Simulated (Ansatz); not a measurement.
Ni₂O₂⁻, 4 atoms. Hardware: 4 threads of Arm Neoverse V2 on a shared host.

Correlated methods freeze 12 core orbitals; core or outer-core shells of Ni are correlated, in sets that lack core-valence functions. In CCSD on the charge -1 doublet the largest single amplitude is 0.33, so its Hartree–Fock determinant may place the open shell otherwise than the density functionals do.

(1) How many basis functions does each of these Ansatz runs have, and roughly what does it cost? CCSD(T)/def2-SVPD, charge -1 doublet, energy, from earlier orbitals; PBE0-D4/def2-TZVPD, charge 0 singlet at the geometry of the charge -1 doublet, energy, from earlier orbitals; ωB97M-V/def2-TZVPD, charge -1 quartet, energy, from earlier orbitals; HF/STO-3G, charge -1 doublet, energy; PBE0-D4/def2-SVPD, charge -1 doublet, frequencies; PBE-D4/def2-TZVPD, charge -1 doublet, energy, from earlier orbitals; PBE-D4/def2-SVPD, charge -1 doublet, energy, from earlier orbitals; ωB97M-V/def2-TZVPD, charge -1 doublet, energy, from earlier orbitals; RPA@PBE/def2-TZVPD, charge -1 quartet, energy, from earlier orbitals; BHLYP-D4/def2-TZVPD, charge -1 quartet, energy, from earlier orbitals; MP2/def2-TZVPD, charge -1 doublet, energy, from earlier orbitals; PBE0-D4/def2-SVP, charge -1 quartet, energy with a search over starts.

Results:

(1) Other jobs shared the machine, so times can vary by a factor of up to 3. A dash marks memory too small to be measured apart from the calling script's.

```tsv
run	functions	fitting or Cholesky vectors	wall time	peak host memory (GiB)
HF/STO-3G, charge -1 doublet, energy	46	509	1.9 s	–
PBE-D4/def2-SVPD, charge -1 doublet, energy, from earlier orbitals	114	1156	3 s	–
PBE-D4/def2-TZVPD, charge -1 doublet, energy, from earlier orbitals	176	1292	5.5 s	–
PBE0-D4/def2-TZVPD, charge 0 singlet at the geometry of the charge -1 doublet, energy, from earlier orbitals	176	1506	9.5 s	0.71
RPA@PBE/def2-TZVPD, charge -1 quartet, energy, from earlier orbitals	176	1404	16 s	0.56
MP2/def2-TZVPD, charge -1 doublet, energy, from earlier orbitals	176	1404	27 s	0.73
BHLYP-D4/def2-TZVPD, charge -1 quartet, energy, from earlier orbitals	176	1564	72 s	1.1
PBE0-D4/def2-SVP, charge -1 quartet, energy with a search over starts	90	926	72 s	–
ωB97M-V/def2-TZVPD, charge -1 doublet, energy, from earlier orbitals	176	1416	75 s	1.3
ωB97M-V/def2-TZVPD, charge -1 quartet, energy, from earlier orbitals	176	1416	82 s	1.3
PBE0-D4/def2-SVPD, charge -1 doublet, frequencies	114	1226	92 s	–
CCSD(T)/def2-SVPD, charge -1 doublet, energy, from earlier orbitals	114	1151	2.4 min	1.7
```
